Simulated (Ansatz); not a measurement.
Start from `O[SiH](F)[TeH]` and change one atom or group to get `O[Si](F)(Cl)[TeH]`.

Ansatz, PBE0-D4/def2-TZVP geometries, multiplicity 1. Each molecule was computed in one conformer, which needn't be the lowest.

Elements past krypton have def2 core potentials.

```tsv
property	`O[SiH](F)[TeH]`
LUMO energy (B3LYP/def2-TZVPP) / eV	-1.08
zero-point energy (PBE0-D4/def2-TZVP) / kJ/mol	87.9
HOMO energy (B3LYP/def2-TZVPP) / eV	-6.61
LUMO energy (PBE/def2-TZVPP) / eV	-1.65
HOMO–LUMO gap (PBE0/def2-TZVPP) / eV	5.99
size of the dipole moment (PBE/def2-TZVPP) / D	1.10
```

Q: What does the change do to each property? (Best estimate.)

A: The calculation gave: 
| property | `O[Si](F)(Cl)[TeH]` | shift |
| --- | --- | --- |
| LUMO energy (B3LYP/def2-TZVPP) / eV | -1.31 | -0.23 |
| zero-point energy (PBE0-D4/def2-TZVP) / kJ/mol | 70.1 | -17.8 |
| HOMO energy (B3LYP/def2-TZVPP) / eV | -6.76 | -0.15 |
| LUMO energy (PBE/def2-TZVPP) / eV | -1.88 | -0.23 |
| HOMO–LUMO gap (PBE0/def2-TZVPP) / eV | 5.91 | -0.08 |
| size of the dipole moment (PBE/def2-TZVPP) / D | 2.15 | 1.05 |

With PBE0 the HOMO falls by 0.17 eV and the LUMO falls by 0.25 eV, so the gap narrows by about 0.08 eV. PBE moves the HOMO by -0.14 eV and ωB97M-V by -0.17 eV. Dipoles are sizes alone; their direction can turn.

B3LYP here is the variant with VWN-RPA as its local correlation; programs differ in this.

Spin–orbit coupling is left out; it splits and shifts lone-pair levels of the heavy atoms by tenths of an eV.
